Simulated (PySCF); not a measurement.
The numbers below are computed, except where a source is named.
**Si2H5O3**

Si2H5O3 is a small molecule (built as: Si site whose three back bonds go to OSiH3, OH, OH), neutral, doublet. The structure, one conformer, was relaxed in the gas phase by PBE0-D3(BJ)/def2-SVP. No frequency run checks that it is a minimum.

SMILES: O[Si](O)O[SiH3]

| atom | x (Å) | y (Å) | z (Å) |
| --- | --- | --- | --- |
| Si1 | 0.313 | 0.014 | -1.285 |
| O2 | 0.282 | -0.772 | 0.167 |
| Si3 | -0.641 | -0.783 | 1.556 |
| O4 | -0.749 | 1.278 | -1.119 |
| O5 | 1.811 | 0.664 | -1.607 |
| H6 | -0.239 | -1.978 | 2.351 |
| H7 | -2.093 | -0.875 | 1.223 |
| H8 | -0.398 | 0.451 | 2.359 |
| H9 | -0.747 | 1.943 | -1.814 |
| H10 | 2.502 | 0.033 | -1.832 |

EPR values by unrestricted B3LYP, IGLO-III on O Si, pcH-1 on H.

(1) Predict g and the largest hyperfine couplings. Where does the spin sit?

(2) How do the isotropic couplings move with BHandHLYP?

## Answers

(1) g = 2.0004, 2.0010, 2.0020. The spin sits on Si1 (85 %, bonded to 3 O) by Mulliken populations.
```
atom  isotope  isotropic (MHz)  dipolar, principal values (MHz)
 Si1     29Si          -1047.2               -108.7, 53.8, 54.9
  O2      17O            -90.1                 -19.3, 9.3, 10.0
  O5      17O            -42.2                -36.0, 17.4, 18.6
  O4      17O            -42.9                -29.2, 14.1, 15.0
 H10       1H             -8.2                -11.5, -4.1, 15.6
  H9       1H             -6.2                 -9.1, -3.4, 12.4
```

(2) Si1 -1047.2 to -1078.7 MHz, O2 -90.1 to -88.4 MHz, O5 -42.2 to -45.3 MHz, O4 -42.9 to -45.6 MHz.

The 2 runs behind this took 54 s in all, one thread each of Intel Xeon 6975P-C on a shared host, launched as `OMP_NUM_THREADS=1 python cluster_run.py task.json out`.
